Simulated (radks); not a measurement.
Cr, configuration [Ar] 3d5 4s1.

Calculated with a radial shooting solver on a logarithmic mesh with Libxc functionals: scalar-relativistic Kohn-Sham, BLYP, spin-polarised, spherical densities, point nucleus; open shells are filled with parallel spins first.

Energy parts (hartree):
part                       energy
total                 -1051.00001
kinetic                1061.73239
electron-nucleus      -2508.60392
Hartree                 445.01142
exchange-correlation    -49.13990

Orbitals (lengths in bohr, moments of r in powers of bohr):
1s up: occ. 1; eigenvalue (hartree) -216.1481; <r^2> 0.005431; <r^4> 0.00007588
1s down: occ. 1; eigenvalue (hartree) -216.1475; <r^2> 0.005431; <r^4> 0.00007588
2s up: occ. 1; eigenvalue (hartree) -24.49105; <r^2> 0.1017; <r^4> 0.01816
2s down: occ. 1; eigenvalue (hartree) -24.43379; <r^2> 0.1014; <r^4> 0.01802
2p up: occ. 3; eigenvalue (hartree) -20.58092; <r^2> 0.08332; <r^4> 0.01422
2p down: occ. 3; eigenvalue (hartree) -20.53671; <r^2> 0.08295; <r^4> 0.01407
3s up: occ. 1; eigenvalue (hartree) -2.73670; <r^2> 0.9398; <r^4> 1.446
3s down: occ. 1; eigenvalue (hartree) -2.58025; <r^2> 0.9473; <r^4> 1.478
3p up: occ. 3; eigenvalue (hartree) -1.68977; <r^2> 1.103; <r^4> 2.177
3p down: occ. 3; eigenvalue (hartree) -1.53732; <r^2> 1.121; <r^4> 2.273
4s up: occ. 1; eigenvalue (hartree) -0.15692; <r^2> 12.93; <r^4> 292.3
3d up: occ. 5; eigenvalue (hartree) -0.12792; <r^2> 3.090; <r^4> 33.17
4p up: occ. 0; eigenvalue (hartree) -0.03825; <r^2> 31.35; <r^4> 2034

The highest occupied level is 3d up at -3.481 eV. Spin moment in Bohr magnetons: 6. The density falls to 0.001 e/bohr^3 at r = 4.41 bohr.
